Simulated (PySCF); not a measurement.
From one molecule to another.

First species: C5H7ClF2.
Atom-mapped SMILES: `[CH3:1][C@@H:2]([Cl:3])[C@@H:4]1[C@H:5]([F:6])[C@@H:7]1[F:8]` (hydrogens: H9, H10, H11 on C1; H12 on C2; H13 on C4; H14 on C5; H15 on C7)

Structure used (GFN2-xTB), in Å, numbered top down from 1:
```
atom  x, y, z in Å
C1     1.899   -0.405    0.356
C2     0.535    0.050    0.842
Cl3    0.737    1.359    2.059
C4    -0.314    0.592   -0.282
C5    -1.813    0.449   -0.215
F6    -2.353   -0.166    0.863
C7    -1.026   -0.378   -1.190
F8    -0.877   -1.705   -0.955
H9     1.776   -1.229   -0.343
H10    2.502   -0.744    1.194
H11    2.419    0.410   -0.142
H12    0.014   -0.762    1.354
H13    0.075    1.495   -0.736
H14   -2.469    1.234   -0.572
H15   -1.109   -0.192   -2.255
```

Second species: C4H5F3SSi.
InChI=1S/C4H5F3SSi/c5-1-3(2-8)9-4(6)7/h4H,1,9H2

Levels: CAM-B3LYP/def2-SVPD for dipole moment, HOMO energy, LUMO energy, HOMO–LUMO gap, static isotropic polarisability and electronic spatial extent ⟨r²⟩ about the centre of nuclear charge; TDDFT CAM-B3LYP/def2-SVPD for lowest singlet excitation; TDA CAM-B3LYP/def2-SVPD for lowest triplet excitation (Tamm–Dancoff); GFN2-xTB for rotational constant A and rotational constant C. Geometries: GFN2-xTB. Each species is one conformer at its optimised geometry, gas phase, non-relativistic unless stated; the electronic structure was computed with PySCF and density fitting.

Dipoles, sizes and rotational constants follow the conformer. The torsions of the flexible species, by atom-mapped SMILES:
- `[CH3:1][C@@H:2]([Cl:3])[C@@H:4]1[C@H:5]([F:6])[C@@H:7]1[F:8]`: C1–C2–C4–C5 149°
- `[F:1][CH2:2][C:3](=[C:4]=[S:5])[SiH2:6][CH:7]([F:8])[F:9]`: F1–C2–C3–C4 139°, C2–C3–Si6–C7 -175°, C3–Si6–C7–F8 67°

```tsv
property	column X	column Y
dipole moment	2.13 D	3.00 D
HOMO energy	-8.21 eV	-9.77 eV
LUMO energy	-1.54 eV	0.85 eV
HOMO–LUMO gap	6.67 eV	10.62 eV
lowest singlet excitation	2.55 eV	7.19 eV
lowest triplet excitation (Tamm–Dancoff)	2.24 eV	6.62 eV
static isotropic polarisability	100.2 au	72.7 au
electronic spatial extent ⟨r²⟩ about the centre of nuclear charge	1968 bohr²	1198 bohr²
rotational constant A	1.147 GHz	2.474 GHz
rotational constant C	0.519 GHz	0.948 GHz
```

Which column belongs to which species?

Column X is the second species and column Y the first. The first has 15 atoms and 72 electrons, the second 14 and 86.

How does each property change from the first species to the second?

dipole moment -0.87 D; HOMO energy +1.56 eV; LUMO energy -2.39 eV; HOMO–LUMO gap -3.95 eV; lowest singlet excitation -4.64 eV; lowest triplet excitation (Tamm–Dancoff) -4.38 eV; static isotropic polarisability +27.5 au; electronic spatial extent ⟨r²⟩ about the centre of nuclear charge +770 bohr²; rotational constant A -1.327 GHz; rotational constant C -0.429 GHz.

On the first: No computed singlet falls in the visible range (750 to 380 nm, 1.65 to 3.26 eV); S1 lies 3.93 eV above its blue end. The 8 singlets span 7.19 to 8.53 eV, and their oscillator strengths add up to 0.11.

On the second: The principal polarisabilities are 72.8, 91.2 and 136.8 au; their mean is the isotropic value. The 8 singlets span 2.55 to 6.81 eV, and their oscillator strengths add up to 1.02.
